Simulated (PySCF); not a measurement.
# Radial density of Ga(3+) (gallium, charge +3)

B3LYP, [Ar] 3d10, closed-shell 1S. Calculation: PySCF 2.14, in def2-TZVP (6s5p4d1f, 48 functions); no relativity, point nucleus.

```csv
r (bohr),4πr²ρ (e/bohr)
0.000686,0.1154
0.00115,0.3181
0.00194,0.8551
0.00327,2.231
0.00549,5.496
0.00924,12.35
0.0155,23.69
0.0261,35.24
0.0440,36.14
0.0740,30.16
0.124,40.25
0.209,36.87
0.352,20.97
0.592,26.39
0.996,10.66
1.67,1.219
2.82,0.03935
4.74,0.0002114
```
